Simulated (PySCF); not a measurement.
C₄H₆ClF, SMILES C[C@@H](F)/C=C\Cl. Atoms are numbered in the order given.

```xyz
12

C     -1.8950    -0.1942    -0.6306
C     -0.9972     0.1838     0.5287
F     -1.7364     0.1668     1.6956
C      0.1597    -0.7523     0.6945
C      1.3268    -0.6738     0.0591
Cl     1.6998     0.5731    -1.0813
H     -2.2676    -1.2221    -0.5107
H     -2.7553     0.4895    -0.6774
H     -1.3370    -0.1282    -1.5755
H     -0.6190     1.2116     0.3873
H      0.0063    -1.5858     1.3875
H      2.1376    -1.3908     0.1996
```
Charge 0, spin multiplicity 1.

Geometry: PBE0-D3(BJ)/def2-SVP. The structure was generated by enumeration; whether it is a known compound was not checked. Other conformers were not sampled.

All values below come from SMD-PBE0/6-31G* (PySCF).

Solvation free energies are E(SMD) − E(gas) at the gas-phase geometry, for 1 M in both phases. In vacuum the dipole moment is 1.20 D.

```
solvent          ΔG(solv) (kcal/mol)  its non-electrostatic (CDS) part  dipole (D)
---------------  -------------------  --------------------------------  ----------
water                           -0.4                               3.7        1.51
benzene                         -3.9                              -2.0        1.34
tetrahydrofuran                 -4.3                              -0.9        1.45
```
